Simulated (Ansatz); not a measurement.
`CB(S)O[SiH3]` and `CB(S)C[SiH3]` differ in one atom or group.

Ansatz, PBE0-D4/def2-TZVP geometries, multiplicity 1. Each molecule was computed in one conformer, which needn't be the lowest.

| property | `CB(S)O[SiH3]` |
| --- | --- |
| HOMO energy (PBE/def2-TZVPP) / eV | -6.50 |
| HOMO energy (B3LYP/def2-TZVPP) / eV | -7.46 |
| LUMO energy (B3LYP/def2-TZVPP) / eV | -0.21 |
| HOMO energy (PBE0/def2-TZVPP) / eV | -7.71 |
| size of the dipole moment (PBE/def2-TZVPP) / D | 1.15 |
| size of the dipole moment (ωB97M-V/def2-TZVPP) / D | 1.12 |

(1) What does the change do to each property? (An estimate is asked.)

Answers

(1) The calculation gave: 
| property | `CB(S)C[SiH3]` | shift |
| --- | --- | --- |
| HOMO energy (PBE/def2-TZVPP) / eV | -6.60 | -0.10 |
| HOMO energy (B3LYP/def2-TZVPP) / eV | -7.52 | -0.06 |
| LUMO energy (B3LYP/def2-TZVPP) / eV | -0.74 | -0.53 |
| HOMO energy (PBE0/def2-TZVPP) / eV | -7.76 | -0.05 |
| size of the dipole moment (PBE/def2-TZVPP) / D | 1.20 | 0.05 |
| size of the dipole moment (ωB97M-V/def2-TZVPP) / D | 1.22 | 0.10 |

With PBE0 the HOMO falls by 0.05 eV and the LUMO falls by 0.58 eV, so the gap narrows by about 0.53 eV. PBE moves the HOMO by -0.10 eV and ωB97M-V by -0.02 eV. Dipoles are sizes alone; their direction can turn.

B3LYP here is the variant with VWN-RPA as its local correlation; programs differ in this.
